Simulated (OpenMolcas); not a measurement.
Ag2+: effect of the metal basis

Ag2+ with its 6 nearest fluoride ions at 2.172 Å, on the Zn site of KZnF3 (a = 4.054 Å, distance in the model lattice 2.027 Å). The rest of the host is ab initio model potentials to 7.6 Å and point charges beyond; the distance is set by hand and nothing relaxes.

* Program: OpenMolcas 26.06
* Method: CASSCF
* Spin-orbit coupling: state interaction with AMFI integrals over the reference wave functions

Fixed: ligand basis ANO-RCC-VDZP, active space 9 electrons in 5 orbitals (4d), DKH2 Hamiltonian.

States (labels of O, the rotations of Oh). Energies in cm-1 above the lowest state or level, χT in cm3 K/mol; 10Dq is the gap between the two states.

```json
{"Run": "A", "Metal basis": "ANO-RCC-VDZP", "Ground state": "2E", "First state of that spin": "2T2 10674", "10Dq": "10674", "First gap with spin-orbit (degeneracies)": "9316 (4, 2)", "χT at 300 K": "0.603", "Cost": "roughly 8 core-seconds"}
{"Run": "B", "Metal basis": "ANO-RCC-VTZP", "Ground state": "2E", "First state of that spin": "2T2 10323", "10Dq": "10323", "First gap with spin-orbit (degeneracies)": "8990 (4, 2)", "χT at 300 K": "0.609", "Cost": "roughly 14 core-seconds"}
```

Against A, |10Dq| changes by -3.3 % in B.

Costs are those of the RASSCF and RASSI steps.

An orbital doublet at a regular site is open to a Jahn-Teller distortion, which this geometry leaves out. With metal d orbitals alone the field can be off either way by tens of per cent. Ligand-to-metal charge-transfer states are missing. No measured value stands beside these numbers; the geometry was set by hand and not optimised.
